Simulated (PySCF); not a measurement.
C₂H₆BBrO, SMILES BrB(CC)O. Atoms are numbered in the order given.

```xyz
11

B      0.6238     0.6378    -0.1251
Br    -0.8682    -0.2708     0.7793
C      0.9711     0.3157    -1.6190
C      0.8662    -1.1494    -2.0598
H      1.9768     0.7205    -1.8272
H      0.2770     0.9323    -2.2251
H     -0.1474    -1.5448    -1.8938
H      1.5624    -1.7900    -1.4947
H      1.1033    -1.2652    -3.1290
O      1.3108     1.5660     0.5661
H      0.9855     1.7103     1.4652
```
Charge 0, spin multiplicity 1.

The structure is a stationary point at B3LYP-D3(BJ)/def2-SVP. Other conformers were not sampled.

All values below come from PBE0/pcSseg-1 run with PySCF.

GIAO shieldings, no solvent; atoms listed in one row are averaged. δ = σ(ref) − σ: ¹¹B against BF3 (σ = 88.8 ppm); ¹³C against TMS (σ = 186.3 ppm); ¹H against TMS (σ = 31.56 ppm); ¹⁷O against H2O (σ = 334.2 ppm), references at their B3LYP-D3(BJ)/def2-TZVP geometries, non-relativistic (without spin–orbit terms, shifts of atoms bonded to Cl or Br come out too high).

Computed chemical shifts:
| nucleus | atoms | count | δ (ppm) |
|---|---|---|---|
| ¹¹B | B1 | 1 | 37.2 |
| ¹³C | C3 | 1 | 18.8 |
| ¹³C | C4 | 1 | 13.7 |
| ¹H | H11 | 1 | 5.95 |
| ¹H | H5 | 1 | 1.53 |
| ¹H | H7, H8, H9 | 3 | 1.41 |
| ¹H | H6 | 1 | 1.22 |
| ¹⁷O | O10 | 1 | 203.4 |
